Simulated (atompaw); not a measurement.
# Logarithmic derivatives: Tb (Z = 65), PAW (atompaw)

* Element: Tb (Z = 65)
* Generator: atompaw 4.2.0.5
* Type: PAW
* Functional: LDA (PW92)
* Relativity: scalar-relativistic
* Frozen core: [Kr]
* Valence charge: 29
* Reference configuration: 4d10 4f9 5s2 5p6 5d0 6s1.75 6p0.25
* Partial waves: 5s (bound): rc 1.70 bohr; 6s (bound): rc 2.85 bohr; 5p (bound): rc 1.95 bohr; 6p (bound): rc 2.85 bohr; 4d (bound): rc 1.15 bohr; 5d (bound, empty): rc 1.25 bohr; 4f (bound): rc 1.35 bohr; 4f channel at 0.2 Ry: rc 1.35 bohr
* Local potential: troulliermartins scheme with l = 4 at 0 Ry, radius 2.75 bohr
* Core correction: smooth core density matched at 2.75 bohr
* Augmentation charge: sinc compensation charge, radius 2.15 bohr; PAW radius 2.85 bohr; waves and projectors: custom polynom2 7 10 vanderbiltortho

The phase is arctan(r·u′/u) with u = r·R(r), unwrapped; energies in Ry, scanned from -13 to 5 Ry. A pole is an energy at which the radial function vanishes at the test radius. The pseudo phase is shifted by a multiple of π to meet the all-electron one at the reference energy, and phase errors are pseudo minus all-electron; the curves can meet again beyond the range given. Levels narrower than the energy grid can be missing from the lists of poles.

| channel | radius (bohr) | reference energy (Ry) | poles, all-electron | poles, pseudo | unbroken range about the reference energy with phases within 0.05 rad | phase error 1 Ry above the reference energy (rad) |
| --- | --- | --- | --- | --- | --- | --- |
| s | 2.85 | -0.30 | -3.47, 2.70 | -3.47, 2.21 | below 2.3 | -0.025 |
| p | 2.85 | -0.10 | -1.68, 4.10 | -1.69, 0.21 | -2.0 to 0.1 | -2.570 |
| d | 2.85 | -0.13 | 0.77 | 0.82 | below 1.8 | +0.015 |
| f | 2.85 | -0.27 | -0.22, 3.67 | -0.22, 3.86 | below 4.7 | +0.000 |

A Bessel basis up to 400 Ry misses an occupied level by 0.03 Ry, so cutoffs and ghosts were not judged.

Phases in the f channel:

| E (Ry) | all-electron | pseudo |
| --- | --- | --- |
| -13.00 | 1.476 | 1.476 |
| -12.52 | 1.474 | 1.474 |
| -12.04 | 1.472 | 1.472 |
| -11.56 | 1.470 | 1.470 |
| -11.08 | 1.468 | 1.468 |
| -10.60 | 1.466 | 1.466 |
| -10.12 | 1.464 | 1.464 |
| -9.64 | 1.462 | 1.462 |
| -9.16 | 1.459 | 1.459 |
| -8.68 | 1.456 | 1.456 |
| -8.20 | 1.453 | 1.453 |
| -7.72 | 1.450 | 1.450 |
| -7.24 | 1.446 | 1.446 |
| -6.76 | 1.442 | 1.442 |
| -6.28 | 1.438 | 1.438 |
| -5.80 | 1.433 | 1.433 |
| -5.32 | 1.427 | 1.427 |
| -4.84 | 1.421 | 1.421 |
| -4.36 | 1.415 | 1.415 |
| -3.88 | 1.407 | 1.407 |
| -3.40 | 1.397 | 1.397 |
| -2.92 | 1.386 | 1.386 |
| -2.44 | 1.372 | 1.372 |
| -1.96 | 1.355 | 1.355 |
| -1.48 | 1.332 | 1.332 |
| -1.00 | 1.297 | 1.297 |
| -0.52 | 1.210 | 1.210 |
| -0.04 | -1.832 | -1.832 |
| 0.44 | -1.969 | -1.969 |
| 0.92 | -2.163 | -2.163 |
| 1.40 | -2.703 | -2.695 |
| 1.88 | -3.854 | -3.830 |
| 2.36 | -4.378 | -4.361 |
| 2.84 | -4.565 | -4.549 |
| 3.32 | -4.662 | -4.645 |
| 3.80 | -4.729 | -4.706 |
| 4.28 | -4.786 | -4.754 |
| 4.76 | -4.848 | -4.798 |
